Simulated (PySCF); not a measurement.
PySCF input file for GeF₂Cl₂, SMILES [F][Ge]([Cl])([F])[Cl], TDA-M06-2X/def2-SVPD. Geometry optimised at B3LYP-D3(BJ)/def2-SVP.

```python
import numpy as np
from pyscf import gto, scf, dft, tdscf

mol = gto.M(
    atom='''
    F     0.00000000   -1.37203098    1.28801068
    Ge    0.00000000    0.00000000    0.25272662
    F     0.00000000    1.37203100    1.28801065
    Cl   -1.76958156   -0.00000000   -0.91974835
    Cl    1.76958156   -0.00000000   -0.91974835
    ''',
    basis='def2-SVPD',
    charge=0,
    spin=0,
    symmetry=True,
    max_memory=1600,
    verbose=4,
)
mf = dft.RKS(mol, xc='m06-2x').density_fit(auxbasis='def2-universal-jkfit')
mf.grids.level = 4
mf.conv_tol = 1e-9
mf.max_cycle = 100
mf.kernel()
mf.grids = dft.Grids(mol).set(level=2).build(with_non0tab=True)  # coarser grid for the response kernel
td = tdscf.TDA(mf)
td.singlet = True
td.nstates = 10
td.conv_tol = 1e-4
td.positive_eig_threshold = 1e-6
td.kernel(x0=td.get_init_guess(mf, 15))
td.analyze()
tt = tdscf.TDA(mf)
tt.singlet = False
tt.nstates = 4
tt.conv_tol = 1e-4
tt.positive_eig_threshold = 1e-6
tt.kernel(x0=tt.get_init_guess(mf, 9))
tt.analyze(verbose=3)
```

Log of the run:

```
PySCF version 2.14.0

[INPUT] verbose = 4
[INPUT] num. atoms = 5
[INPUT] num. electrons = 84
[INPUT] charge = 0
[INPUT] spin (= nelec alpha-beta = 2S) = 0
[INPUT] symmetry True subgroup None
[INPUT] Mole.unit = angstrom
[INPUT] Symbol           X                Y                Z      unit          X                Y                Z       unit  Magmom
[INPUT]  1 F      0.000000000000  -1.372030980000   1.288010680000 AA    0.000000000000  -2.592762786619   2.433987430715 Bohr   0.0
[INPUT]  2 Ge     0.000000000000   0.000000000000   0.252726620000 AA    0.000000000000   0.000000000000   0.477584096187 Bohr   0.0
[INPUT]  3 F      0.000000000000   1.372031000000   1.288010650000 AA    0.000000000000   2.592762824413   2.433987374023 Bohr   0.0
[INPUT]  4 Cl    -1.769581560000   0.000000000000  -0.919748350000 AA   -3.344024503481   0.000000000000  -1.738072485021 Bohr   0.0
[INPUT]  5 Cl     1.769581560000   0.000000000000  -0.919748350000 AA    3.344024503481   0.000000000000  -1.738072485021 Bohr   0.0

nuclear repulsion = 610.382864578256
point group symmetry = C2v
symmetry origin: [ 0.00000000e+00  4.04941312e-09 -2.02470667e-09]
symmetry axis x: [1. 0. 0.]
symmetry axis y: [0.00000000e+00 1.00000000e+00 5.17521037e-09]
symmetry axis z: [ 0.00000000e+00 -5.17521027e-09  1.00000000e+00]
num. orbitals of irrep A1 = 53
num. orbitals of irrep A2 = 19
num. orbitals of irrep B1 = 34
num. orbitals of irrep B2 = 32
number of shells = 54
number of NR pGTOs = 236
number of NR cGTOs = 138
basis = def2-SVPD
ecp = {}


[settings echo left out]
init E= -3196.12789835007
HOMO (B1) = -0.409444053746221  LUMO (A1) = -0.0884832709810777  gap/eV = 8.73379
cycle= 1 E= -3196.37816468207  delta_E= -0.25  |g|= 0.755  |ddm|= 2.98
HOMO (B1) = -0.436078172095332  LUMO (A1) = -0.0893601759707647  gap/eV = 9.43468
cycle= 2 E= -3196.33532735036  delta_E= 0.0428  |g|= 0.958  |ddm|= 1.87
HOMO (B1) = -0.428981470657306  LUMO (A1) = -0.0555939799675178  gap/eV = 10.16039
cycle= 3 E= -3196.49368008626  delta_E= -0.158  |g|= 0.055  |ddm|= 0.874
HOMO (B1) = -0.429552659013568  LUMO (A1) = -0.0449602784470118  gap/eV = 10.46529
cycle= 4 E= -3196.49425138859  delta_E= -0.000571  |g|= 0.0274  |ddm|= 0.0954
HOMO (B1) = -0.427247530491165  LUMO (A1) = -0.0451159743577638  gap/eV = 10.39833
cycle= 5 E= -3196.49442748502  delta_E= -0.000176  |g|= 0.0055  |ddm|= 0.0385
HOMO (B1) = -0.427602546099437  LUMO (A1) = -0.045317607735047  gap/eV = 10.40250
cycle= 6 E= -3196.49443232137  delta_E= -4.84e-06  |g|= 0.00115  |ddm|= 0.0053
HOMO (B1) = -0.427652516668868  LUMO (A1) = -0.0453878683528788  gap/eV = 10.40195
cycle= 7 E= -3196.49443246751  delta_E= -1.46e-07  |g|= 0.000263  |ddm|= 0.00129
HOMO (B1) = -0.42763069347786  LUMO (A1) = -0.0453961746438489  gap/eV = 10.40113
cycle= 8 E= -3196.49443249045  delta_E= -2.29e-08  |g|= 4.53e-05  |ddm|= 0.000626
HOMO (B1) = -0.427632578655255  LUMO (A1) = -0.0453916490823145  gap/eV = 10.40131
cycle= 9 E= -3196.49443249137  delta_E= -9.16e-10  |g|= 1.13e-05  |ddm|= 0.00011
HOMO (B1) = -0.427630232782439  LUMO (A1) = -0.0453903156417312  gap/eV = 10.40128
Extra cycle  E= -3196.49443249142  delta_E= -4.73e-11  |g|= 5.99e-06  |ddm|= 2.29e-05
converged SCF energy = -3196.49443249142
tot grids = 59744
Overwritten attributes  positive_eig_threshold  of <class 'pyscf.tdscf.rks.TDA'>


******** <class 'pyscf.tdscf.rks.TDA'> for <class 'pyscf.df.df_jk.DFSymAdaptedRKS'> ********
nstates = 10 singlet
deg_eia_thresh = 1.000e-03
wfnsym = None
conv_tol = 0.0001
eigh lindep = 1e-12
eigh level_shift = 0
eigh max_cycle = 100


Excitation energies (eV)
[6.93521382 7.041052   7.36072422 7.46447835 8.92559912 9.34487068
 9.53847407 9.64841216 9.65510447 9.6837513 ]

** Singlet excitation energies and oscillator strengths **
Excited State   1:   B1      6.93521 eV    178.77 nm  f=0.0312
      42 -> 43       -0.67571
      42 -> 44        0.11988
Excited State   2:   A2      7.04105 eV    176.09 nm  f=0.0000
      41 -> 43        0.67879
      41 -> 44       -0.13146
Excited State   3:   B2      7.36072 eV    168.44 nm  f=0.0283
      40 -> 43        0.67507
      40 -> 44       -0.13182
Excited State   4:   A1      7.46448 eV    166.10 nm  f=0.0282
      39 -> 43        0.67003
      39 -> 44       -0.13676
Excited State   5:   B1      8.92560 eV    138.91 nm  f=0.2754
      38 -> 43       -0.62159
      41 -> 46        0.22843
      42 -> 47       -0.12210
Excited State   6:   A2      9.34487 eV    132.68 nm  f=0.0000
      35 -> 43        0.10173
      42 -> 46        0.66984
      42 -> 49       -0.14977
Excited State   7:   B2      9.53847 eV    129.98 nm  f=0.0134
      36 -> 43       -0.63872
      36 -> 47        0.12872
      36 -> 48        0.10901
      37 -> 46        0.12322
Excited State   8:   A2      9.64841 eV    128.50 nm  f=0.0000
      35 -> 43        0.53107
      35 -> 47       -0.12373
      35 -> 48       -0.10121
      38 -> 46        0.13452
      41 -> 44        0.29058
      41 -> 47       -0.14457
      41 -> 48       -0.12489
Excited State   9:   B1      9.65510 eV    128.41 nm  f=0.0270
      39 -> 45        0.13283
      41 -> 46        0.41653
      41 -> 49       -0.10377
      42 -> 44       -0.47294
      42 -> 47        0.11919
      42 -> 48        0.13395
Excited State  10:   A1      9.68375 eV    128.03 nm  f=0.0374
      33 -> 43        0.10381
      37 -> 43        0.55510
      39 -> 44        0.14099
      40 -> 46        0.10473
      42 -> 45       -0.27087
      42 -> 53        0.11437

** Transition electric dipole moments (AU) **
state          X           Y           Z        Dip. S.      Osc.
  1         0.4283      0.0000     -0.0000      0.1835      0.0312
  2         0.0000     -0.0000     -0.0000      0.0000      0.0000
  3         0.0000      0.3959     -0.0000      0.1567      0.0283
  4         0.0000     -0.0000      0.3930      0.1544      0.0282
  5        -1.1222      0.0000      0.0000      1.2592      0.2754
  6        -0.0000      0.0000     -0.0000      0.0000      0.0000
  7         0.0000      0.2391     -0.0000      0.0571      0.0134
  8         0.0000      0.0000     -0.0000      0.0000      0.0000
  9         0.3376      0.0000     -0.0000      0.1140      0.0270
 10         0.0000     -0.0000     -0.3970      0.1576      0.0374

** Transition velocity dipole moments (imaginary part, AU) **
state          X           Y           Z        Dip. S.      Osc.
  1         0.1089      0.0000     -0.0000      0.0119      0.0310
  2        -0.0000     -0.0000     -0.0000      0.0000      0.0000
  3         0.0000      0.1377     -0.0000      0.0190      0.0467
  4         0.0000     -0.0000      0.1426      0.0203      0.0494
  5        -0.3255     -0.0000      0.0000      0.1059      0.2153
  6        -0.0000      0.0000     -0.0000      0.0000      0.0000
  7        -0.0000      0.0997     -0.0000      0.0099      0.0189
  8         0.0000      0.0000     -0.0000      0.0000      0.0000
  9         0.0906      0.0000     -0.0000      0.0082      0.0154
 10         0.0000     -0.0000     -0.1303      0.0170      0.0318

** Transition magnetic dipole moments (imaginary part, AU) **
state          X           Y           Z
  1        -0.0000      0.2995      0.0000
  2         0.0000      0.0000      0.3701
  3        -0.2301      0.0000     -0.0000
  4        -0.0000     -0.0000     -0.0000
  5        -0.0000      0.3469      0.0000
  6        -0.0000     -0.0000     -0.4338
  7         0.5717      0.0000     -0.0000
  8        -0.0000     -0.0000      0.7799
  9        -0.0000      0.8401     -0.0000
 10        -0.0000      0.0000     -0.0000


******** <class 'pyscf.tdscf.rks.TDA'> for <class 'pyscf.df.df_jk.DFSymAdaptedRKS'> ********
nstates = 4 triplet
deg_eia_thresh = 1.000e-03
wfnsym = None
conv_tol = 0.0001
eigh lindep = 1e-12
eigh level_shift = 0
eigh max_cycle = 100


Excitation energies (eV)
[6.42678855 6.60292875 6.82637431 6.93751006]

** Triplet excitation energies and oscillator strengths **
Excited State   1:   B1      6.42679 eV    192.92 nm  f=0.0000
Excited State   2:   A2      6.60293 eV    187.77 nm  f=0.0000
Excited State   3:   B2      6.82637 eV    181.63 nm  f=0.0000
Excited State   4:   A1      6.93751 eV    178.72 nm  f=0.0000
```

The calculation finished and met its thresholds.

Cost: roughly 6 core-minutes.
